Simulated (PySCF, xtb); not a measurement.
SnHI3, SMILES [I][SnH]([I])[I].

GFN2-xTB (xtb) at its own geometry gives an orbital gap of 1.93 eV and a dipole moment of 3.15 D.

Geometry: B3LYP-D3(BJ)/def2-SVP. The structure was generated by enumeration; whether it is a known compound was not checked. The def2 effective core potentials stand for the cores of I, Sn; spin–orbit coupling is left out.

### Question
What does PBE/def2-TZVP (PySCF) give? (An estimate is asked for; the answer gives what the named calculation found.)

### Answer
gap 2.73 eV (levels -6.66 and -3.92 eV), dipole 0.94 D.
